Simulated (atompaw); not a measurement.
**Before and after: PAW (atompaw) potential for lead (Pb)**

lead (Pb), PAW, made with atompaw 4.2.0.5 (LDA (PW92), scalar-relativistic). Core [Xe] 4f14, reference 5d10 6s2 6p1 (charge +1). Waves: 6s (bound): rc 2.30 bohr; 6s channel at -0.65 Ry: rc 2.30 bohr; 6p (bound): rc 2.30 bohr; 6p channel at -0.25 Ry: rc 2.30 bohr; 5d (bound): rc 2.30 bohr; 5d channel at -0.55 Ry: rc 2.30 bohr. Local part: bessel scheme, radius 2.20 bohr. Core correction: smooth core density matched at 1.25 bohr. Augmentation charge: sinc compensation charge, radius 2.20 bohr; PAW radius 2.30 bohr; waves and projectors: custom polynom2 7 10 vanderbiltortho.

Change: augmentation sinc compensation charge, radius 2.20 bohr; PAW radius 2.30 bohr; waves and projectors: custom rrkj gramschmidtortho.

Cutoffs: the cutoffs (Ry, on a coarse ladder) from which the occupation-weighted sum of valence levels, in a spherical-Bessel basis at the reference potential, stays within 10 and 1 mRy of its value at 400 Ry; they do not see the model core or the augmentation charge, which bear on the density cutoff.

What does the change do?

The potential gets softer (25 Ry and 70 Ry → 21 Ry and 35 Ry); the range in which the p phases agree widens (upper end 2.7 → 4.0); the range in which the d phases agree widens (upper end 1.2 → at the end of the scan); neither file shows a bound ghost.

| quantity | base | changed |
| --- | --- | --- |
| cutoff, loose | 25 Ry | 21 Ry |
| cutoff, tight | 70 Ry | 35 Ry |
| loose cutoff by channel (10 mRy a level) | s 6 Ry, p 6 Ry, d 12 Ry | s 6 Ry, p 6 Ry, d 18 Ry |
| bound ghosts | none | none |
| s: phases at 2.31 bohr within 0.05 rad from the reference energy up to (Ry; the scan ends near 5) | 3.6 | 3.8 |
| p: phases at 2.31 bohr within 0.05 rad from the reference energy up to (Ry; the scan ends near 5) | 2.7 | 4.0 |
| d: phases at 2.31 bohr within 0.05 rad from the reference energy up to (Ry; the scan ends near 5) | 1.2 | to the end of the scan |
| lowest overlap eigenvalue by channel | s 0.21, p 0.36, d 0.93 | s 0.35, p 0.55, d 0.08 |

 The cutoffs see the waves, projectors and local potential, not the compensation charge or the core.
